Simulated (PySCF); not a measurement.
C6H4N2, SMILES N#Cc1ccncc1.

Coordinates come from a TPSSh-D3(BJ)/def2-SVP optimisation.

Method: TDDFT-PBE0/def2-SVPD (PySCF 2.14.0).

Vertical excitations. Isolated molecule, no solvent. State labels are in the subgroup C2v.

| state | symmetry | energy (eV) | λ (nm) | f | main pairs |
|---|---|---|---|---|---|
| S1 | B1 | 4.29 | 289 | 0.002 | HOMO→LUMO 99 % |
| S2 | B2 | 5.12 | 242 | 0.052 | HOMO−1→LUMO 82 %, HOMO−2→LUMO+1 17 % |
| S3 | A2 | 5.13 | 242 | 0.000 | HOMO→LUMO+1 100 % |
| S4 | A1 | 5.80 | 214 | 0.176 | HOMO−2→LUMO 85 % |
| S5 | A2 | 6.05 | 205 | 0.000 | HOMO−3→LUMO 96 % |
| S6 | A1 | 6.78 | 183 | 0.420 | HOMO−1→LUMO+1 79 % |
| S7 | B2 | 6.82 | 182 | 0.225 | HOMO−2→LUMO+1 81 %, HOMO−1→LUMO 16 % |
| S8 | B1 | 7.20 | 172 | 0.007 | HOMO−4→LUMO 98 % |
| S9 | A2 | 7.25 | 171 | 0.000 | HOMO−2→LUMO+2 83 % |
| S10 | A2 | 7.44 | 167 | 0.000 | HOMO−6→LUMO 90 % |
| T1 | B1 | 3.64 | 341 | 0 | HOMO→LUMO 95 % |
| T2 | A1 | 3.84 | 323 | 0 | HOMO−2→LUMO 74 %, HOMO−1→LUMO+1 22 % |
| T3 | B2 | 4.07 | 305 | 0 | HOMO−1→LUMO 97 % |
| T4 | A1 | 4.60 | 270 | 0 | HOMO−1→LUMO+1 75 %, HOMO−2→LUMO 23 % |
Triplets are in the Tamm–Dancoff approximation, which puts them higher than full response would, so one can lie above its singlet here.
